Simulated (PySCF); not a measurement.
**CH8Ge2: core ionisation energies**

CH8Ge2.
Structure used (PBE0-D3(BJ)/def2-SVP), in Å, numbered top down from 1:
```
atom  x, y, z in Å
C1    -1.6352    0.7518   -0.0373
Ge2   -0.4316   -0.7926   -0.0271
Ge3    1.8814   -0.0745    0.0452
H4    -2.6818    0.4187   -0.0887
H5    -1.4268    1.3916   -0.9066
H6    -1.5006    1.3474    0.8768
H7    -0.7321   -1.6830    1.1975
H8    -0.6611   -1.6419   -1.2956
H9     2.1802    0.8842   -1.1248
H10    2.1720    0.6749    1.3608
H11    2.8464   -1.2712   -0.0521
```

Level of theory: PySCF 2.14.0, delta-SCF UKS SCAN, pcX-2 on the ionised atom, pcseg-1 elsewhere, spin-free X2C. Binding energies are ΔSCF values: E(core-ionised, relaxed orbitals) − E(ground state) at a fixed geometry, referred to the vacuum level.

**Question.** What binding energy does each computed site have?

**Answer.** 
```
atom(s)   bonded to  level  binding energy (eV)  count
     C1  3 H and Ge   C 1s               290.30      1
```

**Question.** Give the binding energy of C 1s of C1 in hartree and in kJ/mol.

**Answer.** 290.30 eV = 10.6683 Eh = 28010 kJ/mol.

**Question.** Which photon energy gives electrons from C 1s of C1 a kinetic energy of 150 eV, and what is their de Broglie wavelength?

**Answer.** hν = 290.30 + 150 = 440.30 eV, recoil neglected; λ = 12.264 Å/√(E/eV) = 1.00 Å.

No level of germanium is listed. Isolated species at its PBE0-D3(BJ)/def2-SVP geometry, gas phase.

Time: 11 s of wall time. Hardware: one thread, Arm Neoverse N1, no GPU, on a shared host.
